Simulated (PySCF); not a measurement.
1,1-dibromo-1-chloroethane (C2H3Br2Cl), SMILES BrC(C)(Br)Cl.

Geometry optimised at B3LYP-D3(BJ)/def2-SVP.

Method: r2SCAN/def2-TZVP (PySCF).

Symmetry labels are those of the subgroup Cs that the program uses (full group Cs).

### Question
List the valence orbital energies around the gap with their symmetry. (An estimate is asked for; the answer gives what the named calculation found.)

### Answer

| orbital | symmetry | energy (eV) |
|---|---|---|
| HOMO−7 | A' | -10.32 |
| HOMO−6 | A" | -10.17 |
| HOMO−5 | A" | -8.49 |
| HOMO−4 | A' | -8.47 |
| HOMO−3 | A' | -7.92 |
| HOMO−2 | A' | -7.58 |
| HOMO−1 | A" | -7.42 |
| HOMO | A" | -7.14 |
| LUMO | A' | -2.59 |
| LUMO+1 | A" | -1.35 |
| LUMO+2 | A' | -0.72 |
| LUMO+3 | A' | 1.50 |
